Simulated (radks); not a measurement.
The numbers below are computed, except where a source is named.
Question: These are the eigenvalues of the occupied orbitals of an atom or ion with whole-number occupations (eV). Level of theory: scalar-relativistic Kohn-Sham, PBE, spin-polarised, spherical densities, finite nucleus; Fermi nuclear charge, rms radius of each element as measured or else 0.836 A^(1/3) + 0.57 fm (a radial shooting solver on a logarithmic mesh with Libxc functionals).

| orbital | eigenvalue |
|---|---|
| 1s down | -24244.70 |
| 1s up | -24244.69 |
| 2s up | -3608.691 |
| 2s down | -3608.021 |
| 2p up | -3243.645 |
| 2p down | -3243.138 |
| 3s up | -715.5065 |
| 3s down | -715.1760 |
| 3p up | -595.5610 |
| 3p down | -595.1805 |
| 3d up | -405.2500 |
| 3d down | -404.6481 |
| 4s up | -162.5700 |
| 4s down | -159.7613 |
| 4p up | -127.2989 |
| 4p down | -124.3915 |
| 4d up | -75.2804 |
| 4d down | -72.4010 |

Which element is it, and in what charge state? The configuration may be excited.

Answer: Z = 46, palladium, charge +5: Pd5+ in [Kr] 4d(up 4, down 1). The list shows which subshells hold electrons but not how many an open one holds; the 1s level, -890.98 hartree, gives Z - s = 42.2 by -(Z - s)^2/2, which with screening and relativity narrows Z to a few neighbours, and the depths of the outer levels then fix element, charge and occupations together.
